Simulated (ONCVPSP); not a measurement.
What one change does to a pseudopotential (iodine, ONCV)

ONCVPSP 4.0.1 input, shortened (lines: element, Z, core and valence counts, functional; n l f; lmax; l rc ep ncon nbas qcut; lloc lpopt rc5 dvloc0; l nproj debl; icmod fcfact rcfact), PBE, scalar-relativistic:

```
  I 53.00    7    4        4      upf
    1    0    2.00
    2    0    2.00
    2    1    6.00
    3    0    2.00
    3    1    6.00
    3    2   10.00
    4    0    2.00
    4    1    6.00
    4    2   10.00
    5    0    2.00
    5    1    4.00
    2
    0    1.75    0.00    3    6    3.90
    1    1.25    0.00    4    9   10.70
    2    0.95    0.00    5    9    9.50
    4    5    0.65    2.00
    0    2    2.10
    1    2    1.10
    2    1    2.10
    2    0.20    1.15
```

Change: s: rc 2.2.

Cutoffs: the cutoffs (Ha) at which the residual kinetic energy of the hardest occupied pseudo-wave falls to 1 and 0.1 mHa per electron; they do not see the model core or the augmentation charge, which bear on the density cutoff. Errors are all-electron minus pseudo energies relative to the spin-unpolarised reference configuration.

Question: Predict the effect on cutoff, ghosts and configuration errors.

Answer: The potential gets neither clearly harder nor softer (93 Ha and 287 Ha → 93 Ha and 287 Ha); both files keep a bound ghost (s); of the 4 tests that both files solve, the error grows in 1 and shrinks in 2 by more than 15 % and 0.3 meV (median size 3.8 → 3.4 meV).

```tsv
quantity	base	changed
cutoff, loose	93 Ha	93 Ha
cutoff, tight	287 Ha	287 Ha
loose cutoff by channel	s 11 Ha, p 28 Ha, d 93 Ha	s 6.7 Ha, p 28 Ha, d 93 Ha
bound ghosts	s	s
GHOST(+) flags under 300 eV	s at 29.4 eV	s at 17.9 eV
error for 4p6 4d10 5s2 5p5, meV [ΔE -11.13 eV]	+2.1	+2.5
error for 4p6 4d10 5s2 5p3, meV [ΔE 19.85 eV]	-5.5	-4.4
error for 4p6 4d10 5s2 5p2, meV [ΔE 49.18 eV]	-16	-9.5
error for 4p6 4d10 5s2 5p4.5, meV [ΔE -6.60 eV]	+1.4	+1.5
p: phases at 1.27 bohr within 0.05 rad from the reference energy up to (Ha; the scan ends near 5)	to the end of the scan	to the end of the scan
d: phases at 0.96 bohr within 0.05 rad from the reference energy up to (Ha; the scan ends near 5)	to the end of the scan	to the end of the scan
rms error of d²Exc/dni dnj with the model core, mHa	0.48	0.71
```

 A true bound ghost makes a file unfit for plane-wave use even where its test errors are small: the radial tests pick states by their node count and pass the ghost by.
